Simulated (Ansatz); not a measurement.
# Ligand exchange: As(CH3)3 + SiH2(CH3)(NH2) → AsH(CH3)2 + C2H9NSi

Gas-phase species: As(CH3)3 (trimethylarsine), singlet; SiH2(CH3)(NH2), singlet; AsH(CH3)2 (dimethylarsine), singlet; C2H9NSi `CC[SiH2]N`, singlet. The partners trade CH3 for H: As–CH3 and C–H bonds give way to As–H and C–CH3.

Shapes, held fixed at every level: PBE0-D4/def2-TZVP. Flexible molecules stand in one conformer, not always the lowest. Programs: Ansatz 0.2.0. The zero-point and thermal change to 298 K, harmonic and unscaled (PBE0-D4/def2-TZVP), is -0.7 kJ/mol.

```tsv
level	kind	ΔH(298 K) (kJ/mol)	less CCSD(T)/def2-TZVPP
HF/def2-SVP	Hartree–Fock	+17.3	-16.7
PBE-D4/def2-TZVPP	GGA	+31.2	-2.8
BHLYP-D4/def2-TZVPP	global hybrid	+30.7	-3.3
r2SCAN0-D4/def2-TZVPP	global hybrid	+32.2	-1.8
wB97M-V/def2-TZVPP	range-separated hybrid	+32.3	-1.7
MP2/def2-SVP	perturbation theory	+20.6	-13.4
CCSD(T)/def2-SVP	coupled cluster or CI	+15.7	-18.3
CCSD(T)/def2-TZVPP	coupled cluster or CI	+34.0	0.0
```

The highest level, CCSD(T)/def2-TZVPP, gives ΔH(298 K) = +34.0 kJ/mol; the levels span +15.7 to +34.0. The column of differences is taken from that level and isn't an error. No measured value is set beside it here. Relativity is left out for As. Outer-core shells of As are correlated, in sets that cover them unevenly.
